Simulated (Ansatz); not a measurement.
`[NH2][GaH][SeH]` + H₂ → `[GaH2][SeH]` + NH₃ at 600 K and 1 bar (hydrogenolysis of a Ga–N bond).

Isolated molecules relaxed with PBE0-D4/def2-TZVP in Ansatz; ΔE leaves out vibrations. CCSD(T)/CBS adds triple-zeta CCSD(T) − MP2 to the extrapolated MP2 energy (def2 sets, frozen cores). This one scheme is used for every species. For Ga, Se outer-core shells are correlated without core-valence functions, which leaves a few kJ/mol of doubt a bond. Scalar relativity is left out up to krypton. Each species was taken in one conformer, which may not be the lowest.

```tsv
species	CCSD(T)/CBS energy (Eh)	H − E (kJ/mol)	S (J/(mol·K))
`[NH2][GaH][SeH]`	-4381.81164	156.1	405.3
H₂	-1.17544	43.9	150.8
`[GaH2][SeH]`	-4326.46797	92.9	342.3
NH₃	-56.50880	112.4	219.5
```

H − E and S are ideal-gas, rigid-rotor, harmonic terms from PBE0-D4/def2-TZVP, for one conformer and one mirror image of each species. The MP2-based limit puts H₂ 0.8 mEh under its directly extrapolated value; such offsets cancel only in part. 1 Eh = 2625.50 kJ/mol, R = 8.31446 J/(mol·K).

Problem. By hand: ΔE, ΔH, ΔS and ΔG.

Solution. ΔE = (-4326.46797) + (-56.50880) − (-4381.81164) − (-1.17544) = 0.01031 Eh = 27.1 kJ/mol. Δ(H − E) = 92.9 + 112.4 − 156.1 − 43.9 = 5.3, so ΔH = 32.4 kJ/mol. ΔS = 342.3 + 219.5 − 405.3 − 150.8 = 5.7 J/(mol·K). ΔG = 32.4 − 600 × (5.7)/1000 = 29.0 kJ/mol.

Problem. By hand: the equilibrium constant, and the temperature at which ΔG would vanish if ΔH and ΔS stayed fixed.

Solution. log₁₀ K = −ΔG/(RT ln 10) = -2.5. ΔG = 0 at ΔH/ΔS = 5684 K, far beyond where these terms or the molecules hold.

The number of gas molecules stays the same, so ΔS is small and ΔH decides. A doubt of 5 kJ/mol in ΔE shifts log₁₀ K by 0.4 here. Other conformers and mirror images would add mixing entropy, several J/(mol·K) or more a flexible species. These are equilibria of isolated gas molecules and say nothing of rates. Largest T1 diagnostic: 0.012 (customary marks: 0.02 for closed shells, 0.045 for open ones).
